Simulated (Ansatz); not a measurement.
Dimethylphenylsulfonium hydroxide (C8H12OS). The state is a singlet with charge 0. Geometry PBE-D4/def2-SVP.

Cartesian coordinates in Å:
```
C -1.648 -1.220 -1.031
S -1.520 -0.218 0.495
C -1.706 1.566 0.132
C 0.417 -0.129 0.347
C 1.113 -0.660 1.442
C 2.519 -0.663 1.458
C 3.232 -0.132 0.373
C 2.539 0.402 -0.727
C 1.135 0.403 -0.740
H -0.717 -1.799 -1.176
H -2.539 -1.848 -0.864
H -1.808 -0.548 -1.898
H -2.593 1.863 0.715
H -0.786 2.109 0.417
H -1.902 1.701 -0.950
H 0.546 -1.076 2.292
H 3.059 -1.081 2.322
H 4.333 -0.132 0.382
H 3.097 0.821 -1.580
H 0.603 0.819 -1.612
O -3.507 -0.265 0.522
H -3.866 0.086 -0.320
```

B3LYP takes the VWN-RPA correlation. HSE06 is defined as in plane-wave codes, on full-range PBE exchange.

(1) Estimate the orbital energies around the gap (eV) in Ansatz with PBE-D4/def2-TZVP, B3LYP-D4/6-31G, PBE0-D4/def2-SVP, PBE0-D4/def2-TZVP, HSE06-D4/def2-TZVP.

Results:

(1) 
```json
{"orbital": "HOMO−9", "PBE-D4/def2-TZVP": "-9.54", "B3LYP-D4/6-31G": "-10.86", "PBE0-D4/def2-SVP": "-11.04", "PBE0-D4/def2-TZVP": "-11.01", "HSE06-D4/def2-TZVP": "-10.60"}
{"orbital": "HOMO−8", "PBE-D4/def2-TZVP": "-9.30", "B3LYP-D4/6-31G": "-10.38", "PBE0-D4/def2-SVP": "-10.77", "PBE0-D4/def2-TZVP": "-10.85", "HSE06-D4/def2-TZVP": "-10.44"}
{"orbital": "HOMO−7", "PBE-D4/def2-TZVP": "-9.01", "B3LYP-D4/6-31G": "-9.94", "PBE0-D4/def2-SVP": "-10.39", "PBE0-D4/def2-TZVP": "-10.43", "HSE06-D4/def2-TZVP": "-10.01"}
{"orbital": "HOMO−6", "PBE-D4/def2-TZVP": "-8.43", "B3LYP-D4/6-31G": "-9.60", "PBE0-D4/def2-SVP": "-9.90", "PBE0-D4/def2-TZVP": "-9.91", "HSE06-D4/def2-TZVP": "-9.51"}
{"orbital": "HOMO−5", "PBE-D4/def2-TZVP": "-8.08", "B3LYP-D4/6-31G": "-9.22", "PBE0-D4/def2-SVP": "-9.49", "PBE0-D4/def2-TZVP": "-9.50", "HSE06-D4/def2-TZVP": "-9.10"}
{"orbital": "HOMO−4", "PBE-D4/def2-TZVP": "-7.06", "B3LYP-D4/6-31G": "-7.76", "PBE0-D4/def2-SVP": "-8.25", "PBE0-D4/def2-TZVP": "-8.49", "HSE06-D4/def2-TZVP": "-8.09"}
{"orbital": "HOMO−3", "PBE-D4/def2-TZVP": "-6.46", "B3LYP-D4/6-31G": "-6.99", "PBE0-D4/def2-SVP": "-7.41", "PBE0-D4/def2-TZVP": "-7.45", "HSE06-D4/def2-TZVP": "-7.06"}
{"orbital": "HOMO−2", "PBE-D4/def2-TZVP": "-6.35", "B3LYP-D4/6-31G": "-6.91", "PBE0-D4/def2-SVP": "-7.31", "PBE0-D4/def2-TZVP": "-7.34", "HSE06-D4/def2-TZVP": "-6.94"}
{"orbital": "HOMO−1", "PBE-D4/def2-TZVP": "-5.25", "B3LYP-D4/6-31G": "-5.62", "PBE0-D4/def2-SVP": "-6.30", "PBE0-D4/def2-TZVP": "-6.72", "HSE06-D4/def2-TZVP": "-6.31"}
{"orbital": "HOMO", "PBE-D4/def2-TZVP": "-5.09", "B3LYP-D4/6-31G": "-5.40", "PBE0-D4/def2-SVP": "-6.13", "PBE0-D4/def2-TZVP": "-6.42", "HSE06-D4/def2-TZVP": "-6.03"}
{"orbital": "LUMO", "PBE-D4/def2-TZVP": "-1.58", "B3LYP-D4/6-31G": "-0.35", "PBE0-D4/def2-SVP": "-0.50", "PBE0-D4/def2-TZVP": "-0.70", "HSE06-D4/def2-TZVP": "-1.07"}
{"orbital": "LUMO+1", "PBE-D4/def2-TZVP": "-1.34", "B3LYP-D4/6-31G": "-0.13", "PBE0-D4/def2-SVP": "-0.29", "PBE0-D4/def2-TZVP": "-0.43", "HSE06-D4/def2-TZVP": "-0.81"}
{"orbital": "LUMO+2", "PBE-D4/def2-TZVP": "-0.19", "B3LYP-D4/6-31G": "0.88", "PBE0-D4/def2-SVP": "1.13", "PBE0-D4/def2-TZVP": "0.76", "HSE06-D4/def2-TZVP": "0.39"}
{"orbital": "LUMO+3", "PBE-D4/def2-TZVP": "-0.17", "B3LYP-D4/6-31G": "1.24", "PBE0-D4/def2-SVP": "1.30", "PBE0-D4/def2-TZVP": "0.82", "HSE06-D4/def2-TZVP": "0.43"}
{"orbital": "LUMO+4", "PBE-D4/def2-TZVP": "0.06", "B3LYP-D4/6-31G": "1.58", "PBE0-D4/def2-SVP": "1.47", "PBE0-D4/def2-TZVP": "0.92", "HSE06-D4/def2-TZVP": "0.54"}
{"orbital": "LUMO+5", "PBE-D4/def2-TZVP": "0.34", "B3LYP-D4/6-31G": "1.77", "PBE0-D4/def2-SVP": "1.58", "PBE0-D4/def2-TZVP": "1.23", "HSE06-D4/def2-TZVP": "0.85"}
```
